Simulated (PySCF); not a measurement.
# Working out the excitation energy of K

K [Ar] 4s1 (2S) → K [Ar] 3d1 (2D). Calculation: PySCF 2.14, in aug-cc-pwCVTZ-X2C (9s8p6d3f, 84 functions); scalar relativity by spin-free X2C-1e. Frozen: [Ne]. Energies in hartree (1 hartree = 27.21139 eV):

| part | K (lower) | K (upper) |
| --- | --- | --- |
| UHF | -601.464345 | -601.374254 |
| CCSD correlation | -0.220195 | -0.212266 |
| (T) | -0.005363 | -0.004682 |

Q: What does Hartree-Fock give?

A: (-601.374254) − (-601.464345) = 0.090091 hartree = 2.452 eV.

Q: What do CCSD and CCSD(T) give?

A: The CCSD correlation energies differ by 0.007929 hartree = 0.216 eV and the triples by 0.000681 hartree = 0.019 eV, so CCSD gives 2.668 eV and CCSD(T) 2.687 eV.

Measured between the centres of the two terms (NIST): 2.670 eV, so CCSD(T) (valence and next inner shell) is off by 0.017 eV.

What remains against the reference includes basis incompleteness, the frozen core and higher excitations.
